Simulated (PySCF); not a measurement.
# Radial density of Br(2+) (bromine, charge +2)

UHF, [Ar] 3d10 4s1 4p4, 4s spin antiparallel (an excited configuration). Computed with PySCF 2.14 in x2c-TZVPPall, with the spin-free X2C one-electron Hamiltonian (Gaussian nucleus).

```csv
r (bohr),4πr²ρ (e/bohr),4πr²(ρα − ρβ)
0.000643,0.2713,-0.0002
0.00108,0.6658,-0.0006
0.00182,1.629,-0.0015
0.00306,3.876,-0.0035
0.00515,8.709,-0.0076
0.00866,17.86,-0.0149
0.0146,31.38,-0.0232
0.0245,42.54,-0.0191
0.0412,40.38,0.0211
0.0693,35.99,0.0695
0.117,50.00,0.0187
0.196,39.72,-0.0153
0.330,29.60,0.0620
0.555,31.32,0.0412
0.934,8.506,-0.0386
1.57,3.762,0.5377
2.64,1.075,0.3819
4.44,0.03030,0.0145
7.47,4.261e-05,0.0000
```

Densities and radii are taken from the X2C orbitals without a picture-change correction, which distorts them close to the nucleus.

With the s spin flipped the determinant is a mixture of two multiplicities, not a spectroscopic state.
